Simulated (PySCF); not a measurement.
C5H9O, doublet, at a GFN2-xTB geometry; PBE0/3-21G run with PySCF.

Input for PySCF:
```python
from pyscf import gto, scf, dft

mol = gto.M(
    atom='''
C     2.01685383    0.80289467   -0.48140274
C     1.33415159   -0.30002265    0.22624077
C     0.18048958   -0.09743068    1.11550787
C    -0.93942580   -0.33502409    0.09699403
C    -1.41905845    0.90917696   -0.60521402
O    -1.35994096   -1.44168771   -0.14671316
H     3.09936272    0.66919323   -0.42202659
H     1.77128539    0.81785147   -1.54982399
H     1.76309763    1.77067124   -0.05271276
H     1.58722937   -1.31094778   -0.04541413
H     0.13513096    0.90710448    1.53212895
H     0.12280901   -0.85337034    1.89873004
H    -2.05478452    0.63868661   -1.44469551
H    -0.58436427    1.51025346   -0.95343809
H    -1.99830289    1.50649421    0.09820203
''',
    basis='3-21g',
    spin=1,
    verbose=4,
)

mf = dft.UKS(mol)
mf.xc = 'pbe0'
mf.diis = False
mf.damp = 0.3
mf.diis_start_cycle = 200
mf.max_cycle = 150
mf.kernel()
mf.analyze()
```

Output, abridged:

```
PySCF version 2.14.0

[INPUT] verbose = 4
[INPUT] num. atoms = 15
[INPUT] num. electrons = 47
[INPUT] charge = 0
[INPUT] spin (= nelec alpha-beta = 2S) = 1
[INPUT] symmetry False subgroup None
[INPUT] Mole.unit = angstrom
[INPUT] Symbol           X                Y                Z      unit          X                Y                Z       unit  Magmom
[...]
nuclear repulsion = 233.994993765046
number of shells = 48
number of NR pGTOs = 117
number of NR cGTOs = 72
basis = 3-21g
ecp = {}

******** <class 'pyscf.dft.uks.UKS'> ********
method = UKS
initial guess = minao
damping factor = 0.3
level_shift factor = 0
DIIS disabled
SCF conv_tol = 1e-09
SCF conv_tol_grad = None
SCF max_cycles = 150
direct_scf = True
direct_scf_tol = 1e-13
number electrons alpha = 24  beta = 23
XC library pyscf.dft.libxc version 7.1.2
    S. Lehtola, C. Steigemann, M. J. T. Oliveira, and M. A. L. Marques,  SoftwareX 7, 1–5 (2018)
XC functionals = pbe0
    C. Adamo and V. Barone,  J. Chem. Phys. 110, 6158 (1999)
    M. Ernzerhof and G. E. Scuseria,  J. Chem. Phys. 110, 5029 (1999)
radial grids:
    Treutler-Ahlrichs [JCP 102, 346 (1995); DOI:10.1063/1.469408] (M4) radial grids

becke partition: Becke, JCP 88, 2547 (1988); DOI:10.1063/1.454033
pruning grids: <function nwchem_prune>
grids dens level: 3
symmetrized grids: False
atomic radii adjust function: <function treutler_atomic_radii_adjust>
small_rho_cutoff = 0
Set gradient conv threshold to 3.16228e-05
tot grids = 172944
init E= -269.778850300749

cycle= 1 E= -269.162329901702  delta_E= 0.617  |g|= 0.557  |ddm|=  2.6
cycle= 2 E= -269.11316005993  delta_E= 0.0492  |g|= 0.691  |ddm|= 1.32
cycle= 3 E= -269.091828695979  delta_E= 0.0213  |g|= 0.74  |ddm|= 1.45
cycle= 4 E= -268.966728332023  delta_E= 0.125  |g|= 0.91  |ddm|= 1.74
cycle= 5 E= -268.956997513846  delta_E= 0.00973  |g|= 0.948  |ddm|= 1.92
cycle= 6 E= -268.697500875593  delta_E= 0.259  |g|= 1.19  |ddm|= 2.21
cycle= 7 E= -268.710834453558  delta_E= -0.0133  |g|= 1.23  |ddm|= 2.45
cycle= 8 E= -267.927824403195  delta_E= 0.783  |g|= 1.62  |ddm|= 2.77
cycle= 9 E= -267.818180305009  delta_E= 0.11  |g|= 1.81  |ddm|=  3.2
cycle= 10 E= -266.639444525571  delta_E= 1.18  |g|= 2.15  |ddm|= 4.64
cycle= 11 E= -266.586216739044  delta_E= 0.0532  |g|= 2.34  |ddm|= 4.87
cycle= 12 E= -258.956068552089  delta_E= 7.63  |g|= 3.29  |ddm|= 11.9
cycle= 13 E= -248.300459008877  delta_E= 10.7  |g|=  5.2  |ddm|= 16.9
cycle= 14 E= -207.824525285286  delta_E= 40.5  |g|= 5.92  |ddm|= 20.6
cycle= 15 E= -184.762576694639  delta_E= 23.1  |g|=  6.8  |ddm|= 22.2
cycle= 16 E= -188.59740158203  delta_E= -3.83  |g|=  6.1  |ddm|= 19.8
cycle= 17 E= -190.624603130964  delta_E= -2.03  |g|= 6.69  |ddm|= 19.7
cycle= 18 E= -190.640229424653  delta_E= -0.0156  |g|= 6.15  |ddm|= 19.9
cycle= 19 E= -186.718829463351  delta_E= 3.92  |g|= 6.76  |ddm|= 20.6
cycle= 20 E= -189.781616908687  delta_E= -3.06  |g|= 6.09  |ddm|= 20.8
cycle= 21 E= -190.59919400745  delta_E= -0.818  |g|= 6.69  |ddm|= 20.1
cycle= 22 E= -190.536524568501  delta_E= 0.0627  |g|= 6.16  |ddm|= 19.9
cycle= 23 E= -186.651121756788  delta_E= 3.89  |g|= 6.75  |ddm|= 20.5
cycle= 24 E= -189.790603969069  delta_E= -3.14  |g|= 6.09  |ddm|= 20.7
cycle= 25 E= -190.596737464048  delta_E= -0.806  |g|=  6.7  |ddm|= 20.1
cycle= 26 E= -190.534728800994  delta_E= 0.062  |g|= 6.16  |ddm|= 19.9
cycle= 27 E= -186.640777755718  delta_E= 3.89  |g|= 6.75  |ddm|= 20.5
cycle= 28 E= -189.790446180467  delta_E= -3.15  |g|= 6.09  |ddm|= 20.7
cycle= 29 E= -190.596165814583  delta_E= -0.806  |g|=  6.7  |ddm|= 20.1
cycle= 30 E= -190.534607547036  delta_E= 0.0616  |g|= 6.16  |ddm|= 19.9
cycle= 31 E= -186.639307227709  delta_E=  3.9  |g|= 6.75  |ddm|= 20.5
cycle= 32 E= -189.790415293435  delta_E= -3.15  |g|= 6.09  |ddm|= 20.7
cycle= 33 E= -190.596044086774  delta_E= -0.806  |g|=  6.7  |ddm|= 20.1
cycle= 34 E= -190.534586982769  delta_E= 0.0615  |g|= 6.16  |ddm|= 19.9
cycle= 35 E= -186.639101307562  delta_E=  3.9  |g|= 6.75  |ddm|= 20.5
[...]
SCF not converged.
Total Energy =                        -190.534582424302272
[...]
spin_pop of  0 C 3pz       0.01492
spin_pop of  1 C 1s       -0.00000
spin_pop of  1 C 2s        0.01174
spin_pop of  1 C 3s        0.01654
spin_pop of  1 C 2px       0.00638
spin_pop of  1 C 2py       0.00075
spin_pop of  1 C 2pz       0.00361
spin_pop of  1 C 3px       0.25610
spin_pop of  1 C 3py       0.00340
spin_pop of  1 C 3pz       0.06356
spin_pop of  2 C 1s        0.00000
spin_pop of  2 C 2s       -0.00166
spin_pop of  2 C 3s       -0.00007
spin_pop of  2 C 2px       0.00382
spin_pop of  2 C 2py      -0.00352
spin_pop of  2 C 2pz       0.00632
spin_pop of  2 C 3px      -0.00160
spin_pop of  2 C 3py      -0.00024
spin_pop of  2 C 3pz       0.00297
spin_pop of  3 C 1s       -0.00001
spin_pop of  3 C 2s        0.00001
spin_pop of  3 C 3s       -0.00003
spin_pop of  3 C 2px       0.00002
spin_pop of  3 C 2py       0.00001
spin_pop of  3 C 2pz       0.00005
spin_pop of  3 C 3px       0.00008
spin_pop of  3 C 3py      -0.00016
spin_pop of  3 C 3pz       0.00005
spin_pop of  4 C 1s       -0.00001
spin_pop of  4 C 2s        0.00001
spin_pop of  4 C 3s        0.00001
spin_pop of  4 C 2px       0.00002
spin_pop of  4 C 2py       0.00000
spin_pop of  4 C 2pz       0.00001
spin_pop of  4 C 3px       0.00002
spin_pop of  4 C 3py       0.00000
spin_pop of  4 C 3pz      -0.00001
spin_pop of  5 O 1s       -0.00000
spin_pop of  5 O 2s        0.00000
spin_pop of  5 O 3s        0.00001
spin_pop of  5 O 2px       0.00001
spin_pop of  5 O 2py       0.00000
spin_pop of  5 O 2pz      -0.00000
spin_pop of  5 O 3px       0.00001
spin_pop of  5 O 3py      -0.00000
spin_pop of  5 O 3pz       0.00001
spin_pop of  6 H 1s        0.00404
spin_pop of  6 H 2s        0.02103
spin_pop of  7 H 1s        0.01126
spin_pop of  7 H 2s        0.00081
spin_pop of  8 H 1s        0.00634
spin_pop of  8 H 2s        0.00627
spin_pop of  9 H 1s        0.01968
spin_pop of  9 H 2s        0.02397
spin_pop of  10 H 1s        0.00520
spin_pop of  10 H 2s        0.00164
spin_pop of  11 H 1s        0.01958
spin_pop of  11 H 2s        0.00216
spin_pop of  12 H 1s        0.00000
spin_pop of  12 H 2s        0.00000
spin_pop of  13 H 1s        0.00063
spin_pop of  13 H 2s       -0.00000
spin_pop of  14 H 1s        0.00000
spin_pop of  14 H 2s       -0.00000
 ** Mulliken Spin Density (per atom)  **
spin density of  0 C =      0.50921
spin density of  1 C =      0.36208
spin density of  2 C =      0.00600
spin density of  3 C =      0.00003
spin density of  4 C =      0.00005
spin density of  5 O =      0.00003
spin density of  6 H =      0.02507
spin density of  7 H =      0.01207
spin density of  8 H =      0.01261
spin density of  9 H =      0.04365
spin density of  10 H =      0.00684
spin density of  11 H =      0.02174
spin density of  12 H =      0.00000
spin density of  13 H =      0.00063
spin density of  14 H =     -0.00000
 ** Mulliken pop alpha/beta on meta-lowdin orthogonal AOs **
 ** Mulliken pop       alpha | beta **
In total            24.00000 | 23.00000
 ** Mulliken atomic charges   ( Nelec_alpha | Nelec_beta ) **
charge of  0C =     -5.07602  (     5.79261      5.28340 )
charge of  1C =     -5.00096  (     5.68152      5.31944 )
charge of  2C =     -3.03950  (     4.52275      4.51675 )
charge of  3C =      3.86852  (     1.06575      1.06572 )
charge of  4C =      3.99549  (     1.00228      1.00223 )
charge of  5O =      5.99849  (     1.00077      1.00074 )
charge of  6H =     -1.12027  (     1.07267      1.04760 )
charge of  7H =     -1.00153  (     1.00680      0.99473 )
charge of  8H =     -1.07402  (     1.04331      1.03070 )
charge of  9H =     -1.04631  (     1.04498      1.00133 )
charge of  10H =      0.22388  (     0.39148      0.38464 )
charge of  11H =      0.27894  (     0.37140      0.34966 )
charge of  12H =      0.99987  (     0.00007      0.00007 )
charge of  13H =      0.99390  (     0.00337      0.00274 )
charge of  14H =      0.99951  (     0.00025      0.00025 )
Dipole moment(X, Y, Z, Debye): -243.19076, -34.55504, -23.65441
```

The run did not converge; its last values are not results.
